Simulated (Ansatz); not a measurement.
```xyz
12

C    -1.9875    0.9584    1.2661
C    -0.9634    0.3389    1.3919
C     0.2712   -0.3953    1.4700
Ga    1.1485   -0.6137   -0.3146
C     0.3182    0.1220   -1.9292
H    -2.8968    1.5037    1.1813
H     0.1123   -1.3960    1.8866
H     0.9871    0.1009    2.1344
H     2.5148   -1.3995   -0.3281
H     0.1075   -0.6784   -2.6439
H     0.9998    0.8195   -2.4235
H    -0.6116    0.6394   -1.6910
```

Charge 0, multiplicity 1.

List the PBE0/def2-TZVPP orbital energies in eV (Ansatz). (Best estimate.)

The calculation gave: Occupied: -10146.92, -1252.79, -1108.99, -1108.86, -1108.85, -278.46, -278.17, -277.67, -277.61, -151.05, -104.11, -103.77, -103.74, -23.23, -23.05, -23.03, -22.96, -22.90, -21.57, -19.30, -18.98, -14.58, -12.71, -12.07, -12.05, -11.20, -11.10, -9.16, -8.10, -7.56, -6.84. Lowest empty: -1.21, 0.59, 1.28, 1.28, 1.45, 2.47, 2.97, 2.99.
